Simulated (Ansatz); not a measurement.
This geometry of Cl2GeH2O + FH (8 atoms, charge 0, multiplicity 1) is a first-order saddle point.

All numbers below come from Ansatz 0.2.0, RKS PBE/def2-SVP.

```xyz
8
Properties=species:S:1:pos:R:3
Ge 0.113 0.190 -0.053
O -0.022 -0.002 1.908
H -0.934 -0.151 2.231
H 1.497 -0.068 -0.670
Cl -1.319 1.534 -0.964
Cl -0.933 -1.739 -0.358
F 0.903 1.773 0.957
H 0.391 1.055 1.854
```

**Question.** Which two structures does it join? (They come from a converged band through this point; their orientation in space is the band's.)

**Answer.** Bonds broken: Ge1–O2, F7–H8. Bonds formed: Ge1–F7, O2–H8. Cl2GeH2O + FH becomes Cl2FGeH + H2O.

Initial state:

```xyz
8
Properties=species:S:1:pos:R:3
Ge -0.147 -0.096 -0.076
O -0.110 0.010 1.730
H -0.986 -0.161 2.129
H 1.287 0.029 -0.594
Cl -1.505 1.388 -0.856
Cl -0.987 -2.038 -0.545
F 1.334 2.046 1.314
H 0.810 1.414 1.804
```

Final state:

```xyz
8
Properties=species:S:1:pos:R:3
Ge -0.128 0.515 -0.275
O 0.754 -0.201 2.058
H -0.013 -0.743 2.332
H 1.283 -0.029 -0.526
Cl -0.829 1.364 -2.147
Cl -1.674 -0.916 0.272
F -0.230 1.912 0.797
H 0.533 0.691 2.396
```

**Question.** How far does it lie above each of them?

**Answer.** 0.43 eV above the first and 0.68 eV above the second. This is the barrier of this one path; another mechanism may lie lower. The orbitals stay closed-shell, which can raise the energy where a bond breaks towards radicals; this wasn't checked here.

The run took 110 s on 4 threads of Arm Neoverse V1, on a shared host, peak memory 0.18 GiB.
